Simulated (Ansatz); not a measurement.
Mulliken charges of C$_{2}$H$_{5}$BS, SMILES `CBC=S` from PBE/def2-TZVPP in Ansatz (PBE0-D4/def2-TZVP geometry).

```json
{"atom": "C1", "x (Å)": "-1.070", "y (Å)": "0.404", "z (Å)": "-0.395", "charge (e)": "-0.320"}
{"atom": "B2", "x (Å)": "0.001", "y (Å)": "-0.492", "z (Å)": "0.316", "charge (e)": "-0.016"}
{"atom": "C3", "x (Å)": "1.458", "y (Å)": "-0.055", "z (Å)": "0.507", "charge (e)": "0.012"}
{"atom": "S4", "x (Å)": "2.050", "y (Å)": "-0.739", "z (Å)": "-0.838", "charge (e)": "-0.108"}
{"atom": "H5", "x (Å)": "-0.656", "y (Å)": "1.255", "z (Å)": "-0.939", "charge (e)": "0.083"}
{"atom": "H6", "x (Å)": "-1.736", "y (Å)": "0.797", "z (Å)": "0.385", "charge (e)": "0.102"}
{"atom": "H7", "x (Å)": "-1.705", "y (Å)": "-0.177", "z (Å)": "-1.068", "charge (e)": "0.112"}
{"atom": "H8", "x (Å)": "-0.305", "y (Å)": "-1.550", "z (Å)": "0.793", "charge (e)": "0.018"}
{"atom": "H9", "x (Å)": "2.051", "y (Å)": "0.512", "z (Å)": "1.221", "charge (e)": "0.116"}
```

Task: By hand: the dipole of these point charges (1 e Å = 4.8032 D).

Result: Σ q r = (-0.052, 0.155, 0.216) e Å, of length 0.271 e Å = 1.30 D.

Task: How does the dipole of the full density compare? (An estimate is asked.)

Result: The calculation gave: (0.008, 0.209, 0.174) e Å, 1.31 D; the point charges give 0.99 times that, at 19° from its direction.

Point charges leave out the atoms' own dipoles, such as those of lone pairs, and Mulliken's split depends on the basis, so the two needn't agree.
